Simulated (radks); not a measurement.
Task: Coulomb parameter of the 5d shell of the rhenium ion Re3+ in the model configuration [Xe] 4f14 5d2.5 6s1.5, as a second difference U = [E(n + 0.5) + E(n - 0.5) - 2 E(n)] / (0.5)^2 with all orbitals relaxed. "Bare": the charge of the atom changes with n. "Screened": the 6s shell takes up the change at fixed total charge, which measures U(5d,5d) + U(6s,6s) - 2 U(5d,6s). All-electron calculation, Dirac Kohn-Sham, PBEsol, spin-unpolarised, spherical densities, point nucleus; open shells are shared between the two j in proportion to 2j + 1. Program: a radial shooting solver on a logarithmic mesh with Libxc functionals. Estimate both.

Result: U(bare) = 12.644 eV, U(screened by 6s) = 1.068 eV.
